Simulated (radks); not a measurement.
All-electron atom: Os3+ in [Xe] 4f14 5d5.

All-electron calculation, Dirac Kohn-Sham, BLYP, spin-unpolarised, spherical densities, finite nucleus; open shells are shared between the two j in proportion to 2j + 1; Fermi nuclear charge, rms radius 5.4126 fm. Program: a radial shooting solver on a logarithmic mesh with Libxc functionals.

Energy parts (eV):
total: -470146.62
kinetic: 533416.72
electron-nucleus: -1175523.73
Hartree: 181236.86
exchange-correlation: -9276.48

Orbitals (lengths in bohr, moments of r in powers of bohr; r(max) is where P^2 peaks):
orbital  occ.  eigenvalue (eV)   r(max)
1s1/2       2        -73773.70  0.01103
2s1/2       2        -12865.46  0.06360
2p1/2       2        -12322.46  0.04709
2p3/2       4        -10790.85  0.05415
3s1/2       2        -3017.161   0.1790
3p1/2       2        -2773.508   0.1674
3p3/2       4        -2439.528   0.1818
3d3/2       4        -2030.101   0.1421
3d5/2       6        -1957.745   0.1460
4s1/2       2        -660.6887   0.4053
4p1/2       2        -558.3287   0.4043
4p3/2       4        -479.8370   0.4344
4d3/2       4        -311.5916   0.4294
4d5/2       6        -297.0532   0.4388
5s1/2       2        -121.8382   0.9136
5p1/2       2         -90.1048   0.9726
4f5/2       6         -84.0949   0.4030
4f7/2       8         -81.2860   0.4078
5p3/2       4         -77.6621    1.053
5d3/2       2         -35.6355    1.302
5d5/2       3         -34.3683    1.339
6s1/2       0         -30.5999    2.237
6p1/2       0         -23.5541    2.577
6p3/2       0         -21.8414    2.779

The highest occupied level is 5d5/2 at -34.368 eV. The density falls to 0.001 e/bohr^3 at r = 3.42 bohr. Summed over all electrons, <r^2> = 37.24 bohr^2, which gives a Langevin (diamagnetic) susceptibility term of -29.5 x 10^-6 cm^3/mol. The electron density at the nucleus is 1.676e+06 e/bohr^3.
